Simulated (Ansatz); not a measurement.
Cost and result up the ladder for Si2N2O (5 atoms). Total charge 0; singlet. Geometry: r2SCAN-D4/def2-SVP.

Cartesian coordinates in Å:
```
Si -0.282 -1.455 -1.301
Si -0.564 -0.574 0.890
N 0.122 2.285 0.143
N -0.028 1.175 0.254
O 0.752 -1.431 0.015
```

Ansatz on 4 threads of Arm Neoverse V2 on a shared host. Times are rough, and most runs start from the orbitals of an earlier one. ωB97M-V/def2-TZVP serves as the yardstick here, not as an exact answer. Differences are given only for rows in sets of like size (and for xTB, whose basis is part of the method), since another set adds its own error. Binding counts from free atoms at the same level (Si triplet, N quartet, O triplet; other spins of the atoms weren't run), without zero-point energy or a counterpoise term.

Correlated methods freeze 13 core orbitals. The structure comes from a short search, and lower isomers may exist.

Correlated methods converge slowly with the basis.

```
                         level  functions  wall time  binding energy per atom (eV)  difference from ωB97M-V/def2-TZVP (eV)                                    remarks
               PBE-D4/def2-SVP         78     0.55 s                          4.38                                       –                                          –
              PBE0-D4/def2-SVP         78      0.7 s                          4.01                                       –                                          –
             BLYP-D4/def2-TZVP        167      1.1 s                          4.30                                    0.19                                          –
PBE-D4/def2-TZVP (with forces)        167      1.2 s                          4.40                                    0.29                                          –
                 MP2/def2-TZVP        167      1.5 s                          4.08                                   -0.03                    restricted SCF unstable
             PBE0-D4/def2-TZVP        167      1.6 s                          4.05                                   -0.05                                          –
             PBE-D4/def2-TZVPD        200      1.6 s                          4.40                                    0.30                                          –
            PBE0-D4/def2-TZVPD        200      2.1 s                          4.06                                   -0.05                                          –
           r2SCAN-D4/def2-TZVP        167      2.3 s                          4.07                                   -0.04                                          –
             RPA@PBE/def2-TZVP        167      2.5 s                          3.71                                   -0.40                                          –
          r2SCAN-D4/def2-TZVPD        200      3.4 s                          4.07                                   -0.04                                          –
             ωB97M-V/def2-TZVP        167      4.8 s                          4.11                                    0.00                                          –
            CCSD(T)/def2-TZVPP        177       26 s                          3.85                                   -0.26  large T1 (0.023), restricted SCF unstable
```
